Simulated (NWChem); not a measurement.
# C₄H₄O₂; SMILES C#CCC(=O)O

```xyz
10

C      0.3488    -2.5370     0.4795
C      0.0068    -1.5161    -0.0974
C     -0.4175    -0.3181    -0.8081
C      0.0315     1.0367    -0.2541
O     -0.2698     2.0940    -0.7686
O      0.7909     0.9301     0.8562
H      0.6584    -3.4326     0.9993
H     -0.0730    -0.3425    -1.8652
H     -1.5266    -0.2673    -0.8711
H      1.0125     1.8529     1.1111
```
Atoms are numbered in this order, from 1.

Results from NWChem. All runs use the structure optimised with PBE-D3(BJ)/def2-SVP. Level: B3LYP/def2-SVP with COSMO at NWChem's default radii, gas-phase geometry; the question gives the dielectric constant.

### Question
What does the run give for dielectric constant 2.0? Quantities: electrostatic solvation energy (kcal/mol); dipole in solution (D).

### Answer
- electrostatic solvation energy (kcal/mol) = -4.4
- dipole in solution (D) = 1.16
